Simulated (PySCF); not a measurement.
Cartesian coordinates in Å; atom numbers follow the order of the lines, from 1:
```xyz
22

C    -1.768   -1.223   -0.556
C    -1.146   -0.087    0.255
C    -2.127    1.066    0.462
Si    0.468    0.514   -0.533
C     1.445    1.743    0.543
C     2.765    1.041    0.729
C     2.950   -0.172    0.187
C     1.833   -0.811   -0.596
H    -2.033   -0.890   -1.573
H    -2.695   -1.591   -0.083
H    -1.086   -2.082   -0.657
H    -0.855   -0.483    1.247
H    -1.701    1.867    1.086
H    -2.421    1.518   -0.500
H    -3.052    0.720    0.955
H     0.155    1.073   -1.890
H     0.953    1.937    1.514
H     1.572    2.732    0.069
H     3.562    1.523    1.307
H     3.902   -0.701    0.313
H     1.515   -1.763   -0.134
H     2.148   -1.066   -1.622
```

Geometry: PBE0-D3(BJ)/def2-SVP; GIAO shifts from PySCF 2.14, gas phase, non-relativistic, averaged over equivalent atoms.

At PBE0/pcSseg-1 (213 basis functions, 90 s wall time on 1 thread of an Arm Neoverse N1, shared host):
```csv
atoms,δ (ppm)
C6/C7,140.8
C1/C3,19.7
C5/C8,16.5
C2,16.1
Si4,11.4
H19/H20,6.05
H16,4.14
H18/H22,1.62
H17/H21,1.38
H9/H10/H11/H13/H14/H15,1.07
H12,0.57
```

Scale: 13C (184.41 ppm), 29Si (351.99 ppm), 1H (31.27 ppm) vs TMS (reference shieldings calculated alike).

**Question.** What do these become at PBE/pcSseg-1?

**Answer.** 
```json
{"atoms": "C6/C7", "δ at PBE/pcSseg-1": "139.1", "change": "-1.7"}
{"atoms": "C1/C3", "δ at PBE/pcSseg-1": "20.5", "change": "+0.8"}
{"atoms": "C5/C8", "δ at PBE/pcSseg-1": "18.6", "change": "+2.1"}
{"atoms": "C2", "δ at PBE/pcSseg-1": "19.3", "change": "+3.2"}
{"atoms": "Si4", "δ at PBE/pcSseg-1": "11.0", "change": "-0.4"}
{"atoms": "H19/H20", "δ at PBE/pcSseg-1": "6.03", "change": "-0.02"}
{"atoms": "H16", "δ at PBE/pcSseg-1": "4.22", "change": "+0.08"}
{"atoms": "H18/H22", "δ at PBE/pcSseg-1": "1.77", "change": "+0.15"}
{"atoms": "H17/H21", "δ at PBE/pcSseg-1": "1.51", "change": "+0.13"}
{"atoms": "H9/H10/H11/H13/H14/H15", "δ at PBE/pcSseg-1": "1.10", "change": "+0.03"}
{"atoms": "H12", "δ at PBE/pcSseg-1": "0.71", "change": "+0.14"}
```

Scale: TMS for 13C (σref 180.03) and 29Si (σref 334.61) and 1H (σref 31.20) (reference shieldings calculated alike).

The largest change is at C2 (sp3 CH bonded to Si). Cost: 213 basis functions, 89 s wall time on 1 thread of an Arm Neoverse N1, shared host. The order of the carbon signals changes between the two levels.
